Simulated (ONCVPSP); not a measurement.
# Cutoff test, Ti, ONCV

```
Element                 : Ti (Z = 22)
Generator               : ONCVPSP 4.0.1
Type                    : optimised norm-conserving Vanderbilt (ONCV)
Functional              : PBE
Relativity              : fully relativistic
Frozen core             : [Ne]
Valence charge          : 12
Reference configuration : 3s2 3p6 3d2 4s2
Partial waves           : 3s+4s: rc 1.80 bohr, ncon 3, nbas 7, qcut 7.5 1/bohr, 3 projectors, debl 1.5 Ha; 3p: rc 1.60 bohr, ncon 4, nbas 9, qcut 8.8 1/bohr, 1 projector; 3d: rc 1.55 bohr, ncon 4, nbas 9, qcut 11.2 1/bohr, 2 projectors, debl 0.6 Ha
Local potential         : polynomial inside 1.25 bohr (lpopt 4, dvloc0 4 Ha)
Core correction         : none
```

Open shells are filled in proportion to 2j + 1.

**Question.** For each optimised wave give the share of its norm inside rc, the residual kinetic energy above qcut (Ha) and the cutoffs (Ha) for errors of 10, 1, 0.1 and 0.01 mHa per electron.

**Answer.**

```tsv
wave	norm inside rc	residual KE	10 mHa	1 mHa	0.1 mHa	0.01 mHa
3s	0.965	1.5e-07	5.7	15.1	19.5	22.8
4s	0.059	9.4e-08	4.2	11.6	18.1	22.0
s projector 3	0.150	6.9e-07	6.0	16.9	21.6	24.9
3p j=3/2	0.876	6.5e-09	15.6	20.8	25.3	29.2
3p j=1/2	0.880	9.8e-09	15.8	21.2	25.6	29.6
3d j=5/2	0.581	1.1e-07	32.6	40.9	47.7	53.0
d projector 2 j=5/2	0.134	4.2e-08	29.7	39.1	46.6	52.5
3d j=3/2	0.584	1.1e-07	32.6	40.9	47.7	53.0
d projector 2 j=3/2	0.134	4.2e-08	29.8	39.1	46.7	52.5
```

The occupied waves need 41 Ha and 48 Ha for 1 and 0.1 mHa.
